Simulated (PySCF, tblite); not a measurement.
Isomers of C6H5F2O2 (doublet state), one GFN2-xTB conformer each. Single-point energies are computed at B3LYP/pcH-1 (PySCF, gas phase, no added dispersion term), electronic only. GFN2-xTB treats the open shell by occupation alone, and not every SCF solution was tested for stability.

**Question.** Rank them by B3LYP/pcH-1 energy, lowest first (kJ/mol).
A. `[CH:1]#[C:2][C:3]1[CH2:4][O:5][C@@H:6]([F:7])[O:8][C@H:9]1[F:10]` (doublet state) with C2–C3–C4–O5 -145°, C3–C4–O5–C6 -50°, C4–O5–C6–F7 -66°, O5–C6–O8–C9 -53°
B. `[CH:1]#[C:2][C@@H:3]1[CH2:4][O:5][C:6]([F:7])[O:8][C@@H:9]1[F:10]` (doublet state) with C2–C3–C4–O5 -176°, C3–C4–O5–C6 17°, C4–O5–C6–F7 -112°, O5–C6–O8–C9 -20°
C. `[O:1]=[C:2]1[CH:3]=[C:4][CH2:5][C@@H:6]1[O:7][CH:8]([F:9])[F:10]` (doublet state) with C5–C6–O7–C8 168°, C6–O7–C8–F9 178°

**Answer.** C (0.0), A (35.5), B (116.9).

As drawn, the lowest has two fluorines on one carbon, which the highest lacks. GFN2-xTB itself gives, in the same order: 39.5, 0.0, 57.1. GFN2-xTB puts C#C[C]1CO[C@@H](F)O[C@H]1F lowest instead; measured from each level's own lowest isomer, the values differ by up to 59.8 kJ/mol (C#C[C@@H]1CO[C](F)O[C@@H]1F: 57.1 against 116.9).

**Question.** What happens when harmonic zero-point energies from GFN2-xTB frequencies are added?

**Answer.** 
| SMILES | ZPE (kJ/mol) | electronic (kJ/mol) | with ZPE (kJ/mol) |
| --- | --- | --- | --- |
| O=C1C=[C]C[C@@H]1OC(F)F | 259.0 | 0.0 | 0.0 |
| C#C[C]1CO[C@@H](F)O[C@H]1F | 255.3 | 35.5 | 31.8 |
| C#C[C@@H]1CO[C](F)O[C@@H]1F | 256.0 | 116.9 | 113.9 |

The zero-point energies span 3.7 kJ/mol. The order is unchanged.

**Question.** As an exercise, what shares would exp(−E/RT) give at 2000 K from these electronic energies alone (no entropy, no degeneracies)?

**Answer.** RT = 16.629 kJ/mol: O=C1C=[C]C[C@@H]1OC(F)F 89.4 %, C#C[C]1CO[C@@H](F)O[C@H]1F 10.5 %, C#C[C@@H]1CO[C](F)O[C@@H]1F 0.1 %.
